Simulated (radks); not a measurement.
Task: Coherent X-ray form factor from a spherical all-electron density. All-electron calculation, scalar-relativistic Kohn-Sham, LDA (Slater exchange, Perdew-Wang correlation), spin-polarised, spherical densities, finite nucleus; Fermi nuclear charge, rms radius of each element as measured or else 0.836 A^(1/3) + 0.57 fm. Program: a radial shooting solver on a logarithmic mesh with Libxc functionals.

| sin(theta)/lambda (1/angstrom) | f0 (electrons) |
|---|---|
| 0.05 | 58.550 |
| 0.1 | 55.411 |
| 0.15 | 51.989 |
| 0.2 | 48.590 |
| 0.25 | 45.279 |
| 0.3 | 42.171 |
| 0.4 | 36.825 |
| 0.5 | 32.525 |
| 0.6 | 28.945 |
| 0.8 | 23.335 |
| 1 | 19.514 |
| 1.25 | 16.469 |
| 1.5 | 14.256 |
| 2 | 10.432 |

The species is in the configuration that NIST lists as its ground one. Which atom or ion scatters so?

Result: Neutral neodymium, [Xe] 4f4 6s2. Extrapolating in s^2 from the first two rows gives f0(0) = 59.6, near the electron count 60; among species with that count, the fall with angle is slower the higher Z, and the table is that of Z = 60; from so few rows the species is fixed only to a neighbour or two.
